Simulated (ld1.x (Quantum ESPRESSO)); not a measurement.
# Varying the TM potential for fluorine (F)

Base potential:

* Element: fluorine (F)
* Generator: ld1.x (Quantum ESPRESSO) 7.5
* Type: norm-conserving Troullier–Martins (Kleinman–Bylander form)
* Functional: PBEsol
* Relativity: non-relativistic
* Frozen core: [He]
* Valence charge: 7
* Reference configuration: 2s2 2p5
* Partial waves: 2p (bound): rc 1.50 bohr; 2s (bound): rc 0.75 bohr
* Local potential: the s channel
* Core correction: none

Cutoffs, loose and tight: the cutoffs (Ry, on a coarse ladder) from which the occupation-weighted sum of valence levels, in a spherical-Bessel basis at the reference potential, stays within 10 and 1 mRy of its value at 400 Ry. They do not see the model core or the augmentation charge, which bear on the density cutoff. Test errors are all-electron minus pseudo excitation energies from the reference, over the configurations 2s2 2p4; 2s2 2p3; 2s2 2p2; 2s2 2p5.3; 2s1 2p6; 2s2 2p4.5; 2s2 2p1. A dash means not determined; rows that change the core or the reference have their own tests.

| change | outcome | cutoff, loose | cutoff, tight | bound ghosts | largest test error (meV) |
| --- | --- | --- | --- | --- | --- |
| base | generated | 140 Ry | 230 Ry | none | +2887 |
| wave 2s (bound): rc 0.75 bohr becomes 2s (bound): rc 0.50 bohr | generated | 300 Ry | over 300 Ry | none | +2938 |
| wave 2s (bound): rc 0.75 bohr becomes 2s (bound): rc 0.66 bohr | generated | 120 Ry | 260 Ry | none | +2869 |
| wave 2s (bound): rc 0.75 bohr becomes 2s (bound): rc 0.76 bohr | generated | 140 Ry | 230 Ry | none | +2895 |
| wave 2s (bound): rc 0.75 bohr becomes 2s (bound): rc 0.90 bohr | generated | 90 Ry | 180 Ry | none | +3007 |
| wave 2s (bound): rc 0.75 bohr becomes 2s (bound): rc 0.96 bohr | generated | 80 Ry | 160 Ry | none | +3058 |
| wave 2s (bound): rc 0.75 bohr becomes 2s (bound): rc 1.10 bohr | generated | 70 Ry | 140 Ry | none | +3260 |

Reading the sweep of the s radius (base included, trends over the rows without a ghost): The loose cutoff falls from 300 Ry at 0.5 to 70 Ry at 1.1 bohr, with one reversal. A larger radius leaves more room for a smooth pseudo-wave, so fewer plane waves are needed; a smaller one forces it to follow the all-electron wave where it bends sharply. The median size of the test errors (rows with all tests solved) is not monotonic: lowest 23.3 meV at 0.66 bohr, highest 39.6 meV at 0.5 bohr.
